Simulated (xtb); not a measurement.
ZrBr4, SMILES [Br][Zr]([Br])([Br])[Br], multiplicity 1. All values are semi-empirical tight-binding results from xtb (GFN2-xTB unless named), good for trends rather than for accurate numbers. Geometry: GFN2-xTB. The spin state was assumed, not searched. The isomer is the one that the SMILES or the coordinates give; other isomers of the formula were not compared.

Optimised geometry:

```xyz
5

Zr     0.0000     0.0000     0.0000
Br     1.4345     1.4345    -1.4345
Br    -1.4345     1.4345     1.4345
Br    -1.4345    -1.4345    -1.4345
Br     1.4345    -1.4345     1.4345
```
Charge 0, spin multiplicity 1.

For metal compounds this method's bond lengths and energies can be far off.

Question: Estimate the properties. (An estimate is asked for; the answer gives what the named calculation found.)

Answer: 
```yaml
point_group_as_xtb_finds_it: Td
orbital_gap: 2.49 eV
zero_point_energy: 2.0 kcal/mol
G − E(el) at 298.15 K (modified RRHO): -21.4 kcal/mol
```

Question: Give the atomic charges and the Wiberg bond orders between heavy atoms. (The exact figures need the calculation; the answer reports its results.)

Answer: charges (e) Zr1 1.14, Br2 -0.28, Br3 -0.28, Br4 -0.28, Br5 -0.28. Bond orders Zr1–Br2 1.07, Zr1–Br3 1.07, Zr1–Br4 1.07, Zr1–Br5 1.07.
